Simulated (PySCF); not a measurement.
Mapped SMILES: `[CH3:1][C:2]1=[C:3]([F:4])[CH:5]=[CH:6][CH:7]=[CH:8][CH2:9]1`. Each H is labelled by its parent atom.

Geometry: GFN2-xTB; GIAO shifts from PySCF 2.14, gas phase, non-relativistic, averaged over equivalent atoms.

At revPBE/6-31G* (144 basis functions, 64 s wall time on 1 thread of an Arm Neoverse N1, shared host):
```csv
atoms,δ (ppm)
C3,146.5
C6,120.2
C7,114.6
C5,113.7
C8,110.8
C2,102.1
C9,32.5
C1,18.8
F4,-132.8
H(C6),6.56
H(C5),6.50
H(C7),6.22
H(C8),5.38
H(C9),2.33
H(C1),1.94
```

Chemical shifts δ = σref − σ; 13C (σ = 192.22 ppm) and 1H (σ = 32.45 ppm) against TMS; 19F (σ = 160.41 ppm) against CFCl3, all at this level.

Estimate the result of repeating the calculation with PBE0/pcSseg-1.

Results:


```
atoms  δ at PBE0/pcSseg-1  change
   C3               163.5   +17.0
   C6               137.1   +16.9
   C7               131.5   +16.9
   C5               129.6   +15.9
   C8               127.9   +17.1
   C2               116.9   +14.8
   C9                33.7    +1.2
   C1                18.9    +0.1
   F4              -129.7    +3.1
H(C6)                6.90   +0.34
H(C5)                6.94   +0.44
H(C7)                6.44   +0.22
H(C8)                5.60   +0.22
H(C9)                2.12   -0.21
H(C1)                2.14   +0.20
```

Referencing at the same level of theory: TMS for 13C (186.93 ppm), 1H (31.72 ppm); CFCl3 for 19F (170.95 ppm).

The largest change is at C8 (alkene CH). Cost: 198 basis functions, 50 s wall time on 1 thread of an Arm Neoverse N1, shared host. The order of the carbon signals is the same at both levels.

Unscaled 19F shifts against computed CFCl3 carry errors that often reach 10 to 50 ppm.
